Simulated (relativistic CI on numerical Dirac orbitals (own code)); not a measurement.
**Calculated levels, Hg XLI**

Calculated at this level of theory: Dirac-Coulomb-Breit CI, orbitals from a KLI potential per configuration, model QED (radiative potential, 1s self-energy scaled to tabulated hydrogen-like ionisation energies), unscaled Slater integrals (own radial code, finite nucleus).

CI space (outside the closed core [Ar] 3d10): 4s2.4p6.4d4, 4s2.4p6.4d3.4f, 4s2.4p5.4d5, 4s.4p6.4d5, 4s.4p6.4d4.4f, 4s2.4p6.4d3.5s, 4s2.4p6.4d3.5d, 4s2.4p6.4d3.5g, 4p6.4d6, 4p5.4d7, 4s2.4p6.4d2.5s2, 4s2.4p6.4d.4f.5s2, 4s.4p6.4d2.4f.5s2, 4s2.4p6.4d.5s2.5d. Double excitations out of closed p, d and f shells are left out; levels of such configurations are missing from the list, as are those of other unlisted configurations, and high levels can miss mixing partners.

The lowest level is 4s2.4p6.4d4 3P_0, with 59 % of that term; Hund's rules for 4s2.4p6.4d4 give 5D with J = 0, of which the calculation keeps J, while another term leads.

```
No.  Configuration  Term  J   E (eV)   %  Next component (%)  Lifetime (s)
  1    4s2.4p6.4d4    3P  0   0.0000  59               27 5D              
  2    4s2.4p6.4d4    5D  1  23.3551  59               41 3P      5.95e-06
  3    4s2.4p6.4d4    3F  4  29.3169  29               24 3H              
  4    4s2.4p6.4d4    5D  2  30.0598  38               17 3D      3.59e-04
  5    4s2.4p6.4d4    3F  3  31.6600  30               20 5D      1.15e-02
  6    4s2.4p6.4d4    5D  0  50.7958  66               22 1S      2.27e-06
  7    4s2.4p6.4d4    5D  2  51.3481  50               17 3F      3.29e-06
  8    4s2.4p6.4d4    3H  4  52.4799  40               37 5D      5.82e-06
  9    4s2.4p6.4d4    5D  3  53.0830  49               33 3G      5.86e-06
 10    4s2.4p6.4d4    3H  5  55.3481  67               33 3G      1.13e-05
 11    4s2.4p6.4d4    3P  1  56.9598  41               41 3D      5.55e-06
 12    4s2.4p6.4d4    1I  6  57.0193  52               48 3H      2.42e-02
 13    4s2.4p6.4d4    3F  3  58.7637  45               24 3D      8.28e-06
 14    4s2.4p6.4d4    3G  4  59.1448  55               39 1G      2.71e-05
 15    4s2.4p6.4d4    3F  2  59.7107  33               31 3D      1.86e-05
 16    4s2.4p6.4d4    3F  2  65.4570  49               29 3P      4.10e-06
 17    4s2.4p6.4d4    3F  4  67.6274  65               26 1G      1.44e-05
 18    4s2.4p6.4d4    1D  2  73.0010  40               33 3P      5.36e-05
 19    4s2.4p6.4d4    3P  0  79.6322  60               40 1S      8.81e-06
 20    4s2.4p6.4d4    5D  4  80.2795  36               24 3H      2.58e-06
 21    4s2.4p6.4d4    3F  3  80.6915  43               29 5D      2.29e-06
 22    4s2.4p6.4d4    3D  1  82.9130  51               28 3P      1.81e-06
 23    4s2.4p6.4d4    3G  5  83.7288  67               33 3H      4.66e-06
 24    4s2.4p6.4d4    3H  6  84.3278  52               48 1I      5.46e-06
 25    4s2.4p6.4d4    3F  2  87.2701  47               39 3P      2.78e-06
 26    4s2.4p6.4d4    3D  3  88.2187  36               33 1F      3.79e-06
 27    4s2.4p6.4d4    1S  0  91.7816  77               18 3P      5.16e-06
 28    4s2.4p6.4d4    3P  1  94.6820  90                8 3D      3.11e-06
 29    4s2.4p6.4d4    3F  3  94.7732  65               32 1F      4.53e-06
 30    4s2.4p6.4d4    1G  4  95.4982  67               23 3F      3.71e-06
```

Energies count from the lowest computed level; lifetimes are radiative, by E1, M1, E2, M2, E3 decay to levels of this space only; some are left blank where a channel outside the calculation adds to the decay or the decay crosses a small, uncertain gap.

The mean weight of the leading LS term, summed over parents, in these 30 levels is 52 %, and that of the leading jj configuration (from the same eigenvectors) 96 %, so jj coupling describes them better and the LS labels are nominal.

At this charge energies of transitions that change n are usually good to better than 1 %, and those within a shell (Δn = 0) to a few per cent. Terms inside the open d or f shell come out 10 to 20 % too wide with unscaled integrals.

LS names give the leading component of a level, which can be under half, so a name can repeat, a term be missing and a line seem to break the LS rules.
